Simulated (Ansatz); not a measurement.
Basis sets compared for (Cl)3Si-O-SiH3 (Si₂Cl₃OH₃). Total charge 0; singlet. Geometry PBE-D4/def2-SVP. Ansatz on 2 threads of AMD EPYC 7R13 on a shared host; times are rough, and most runs start from earlier orbitals.

Cartesian coordinates in Å:
```
Si 0.821 -1.260 0.139
Cl 1.042 -1.395 2.180
Cl 2.579 -1.778 -0.777
Cl -0.674 -2.547 -0.453
O 0.444 0.277 -0.287
Si -0.795 1.426 -0.214
H -0.192 2.739 -0.606
H -1.888 1.044 -1.169
H -1.336 1.493 1.186
```

Binding counts from free atoms (Si triplet, Cl doublet, O triplet, H doublet) in the same basis, without a counterpoise term.

```csv
level,functions,energy (Eh),HOMO (eV),LUMO (eV),binding per atom (eV),wall time
PBE-D4/def2-SVP,119,-2035.2318,-7.68,-1.21,3.57,1.6 s
PBE0-D4/def2-SVP,119,-2035.4072,-9.20,-0.25,3.51,2.3 s
```

Problem. Estimate the rows for PBE-D4/def2-TZVP, PBE0-D4/def2-TZVP (with forces).

Solution. 
| level | functions | energy (Eh) | HOMO (eV) | LUMO (eV) | binding per atom (eV) | wall time |
| --- | --- | --- | --- | --- | --- | --- |
| PBE-D4/def2-TZVP | 234 | -2036.0235 | -7.86 | -1.58 | 3.61 | 3.2 s |
| PBE0-D4/def2-TZVP (with forces) | 234 | -2036.1919 | -9.32 | -0.60 | 3.57 | 9 s |
